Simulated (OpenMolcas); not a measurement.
## Cu6+, Ag6+, Au6+: d5 down the group

| Item | Value |
| --- | --- |
| Program | OpenMolcas |
| Method | RASSCF |
| Basis | ANO-RCC-VTZP |
| Scalar Hamiltonian | DKH2, point nucleus |
| Spin-orbit coupling | RASSI with atomic mean-field integrals over the reference wave functions, term energies averaged over their components |

Active space for each ion: 11 electrons in 8 orbitals (RAS1 p, at most 2 holes; RAS2 d).

Computed levels in cm-1 above 6S 5/2:

| Level | Cu6+ | Ag6+ | Au6+ |
| --- | --- | --- | --- |
| 4G 7/2 | 52165 | 36105 | 31050 |
| 4G 11/2 | 52207 | 36421 | 33371 |
| 4G 9/2 | 52251 | 36628 | 35162 |
| 4P 1/2 | 54297 | 38057 | 35914 |
| 4D 7/2 | 61928 | 42588 | 42600 |
| 4D 1/2 | 62219 | 44071 | 48813 |
| 2I 11/2 | 76119 | 52608 | 49862 |
| 2I 13/2 | 76483 | 54285 | 55433 |
| 4F 3/2 | 83132 | 60173 | 51470 |
| weight of 6S in the lowest level (%) | 100 | 98 | 77 |

Mixed levels, with the weight of the term that names them: Ag6+ 4F 3/2 (65 %), Au6+ 4G 7/2 (55 %), Au6+ 4G 11/2 (71 %), Au6+ 4P 1/2 (67 %), Au6+ 4D 7/2 (54 %), Au6+ 4D 1/2 (75 %), Au6+ 2I 11/2 (66 %), Au6+ 4F 3/2 (52 %).

Measured, with the error of the calculation in %. Measured levels: Cu6+, Ag6+ from the list in Gamrath, thesis, University of Mons (2023).

| Level | Cu6+ | Ag6+ |
| --- | --- | --- |
| 4G 7/2 |  | 30378 (+18.9) |
| 4G 11/2 |  | 30662 (+18.8) |
| 4G 9/2 |  | 30907 (+18.5) |
| 4P 1/2 | 51407 (+5.6) | 34605 (+10.0) |
| 4D 7/2 | 55742 (+11.1) | 36485 (+16.7) |
| 4D 1/2 | 56210 (+10.7) | 38685 (+13.9) |
| 2I 11/2 | 67757 (+12.3) | 44011 (+19.5) |
| 2I 13/2 | 67918 (+12.6) | 45546 (+19.2) |
| 4F 3/2 | 76886 (+8.1) | 53796 (+11.9) |

Without spin-orbit coupling 4G lies 52193, 36342, 32367 cm-1 above 6S in that order; the difference to the level 4G 7/2, of either sign, comes from spin-orbit coupling, which also lowers the zero.

Without dynamic correlation excited terms often stand tens of per cent too high (terms of higher spin than the ground term too low), and those without a measured partner can miss by more than the paired ones. Active for correlation alone: 3p; no level in the range computed is led by a configuration that opens it, so any true level of that kind is missing (holds for Cu6+). Some levels mix across a computed gap that differs much from the measured one, so their mixing is not that of the real levels (holds for Ag6+). Active for correlation alone: 4p; no level in the range computed is led by a configuration that opens it, so any true level of that kind is missing (holds for Ag6+). Active for correlation alone: 5p; no level in the range computed is led by a configuration that opens it, so any true level of that kind is missing (holds for Au6+). Computed and measured levels are paired by configuration, term and J; levels that our copy of the source lacks, or whose pairing is in doubt (as where it misses far off the trend of its configuration), stay unpaired and out of the deviations. Only configurations of the active space appear.
